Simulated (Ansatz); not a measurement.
Isolated molecules relaxed with PBE0-D4/def2-TZVP in Ansatz; ΔE leaves out vibrations. CBS: MP2 limit from def2 TZ/QZ plus the TZ coupled-cluster correction, frozen cores. For Ge outer-core shells are correlated without core-valence functions, which leaves a few kJ/mol of doubt a bond. Scalar relativity is left out up to krypton. Each species was taken in one conformer, which may not be the lowest.

`[NH2][GeH2][SiH2]F` + `C[SiH2][SiH](O)F` → `[NH2][GeH2][SiH2]O` + `C[SiH2][SiH](F)F`  (redistribution)

```
             level  ΔE (kJ/mol)
     HF/def2-TZVPP          8.2
CCSD(T)/def2-TZVPP         -6.5
     HF/def2-QZVPP          9.1
    CCSD/CBS(def2)         -4.0
```

(1) What does CCSD(T)/CBS give? (Estimate.)

Largest T1 diagnostic among the species: 0.012.

Results:

(1) Computed: -6.8 kJ/mol. The listed levels differ from it by 15.0, 0.3, 15.9, 2.8 kJ/mol.

From PBE to PBE0 (25 % exact exchange), in def2-TZVPP and without D4, ΔE moves by +3.1 kJ/mol. In def2-TZVPP, CCSD(T) changes the Hartree–Fock value by −14.7 kJ/mol (the triples alone add −2.8 kJ/mol) and MP2 by −15.5 kJ/mol.
